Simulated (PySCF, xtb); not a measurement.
C3H11NSi2, SMILES N(C=C)(C[SiH3])[SiH3].

GFN2-xTB (xtb) at its own geometry gives an orbital gap of 4.07 eV and a dipole moment of 1.00 D.

The structure is a stationary point at B3LYP-D3(BJ)/def2-SVP. The structure was generated by enumeration, and PubChem lists no compound with its InChIKey, so it may never have been made. The values are those of a single conformer.

### Question
What does PBE/def2-TZVP in PySCF give? (The exact figures need the calculation; the answer reports its results.)

### Answer
gap 4.27 eV (levels -4.83 and -0.56 eV), dipole 1.23 D.
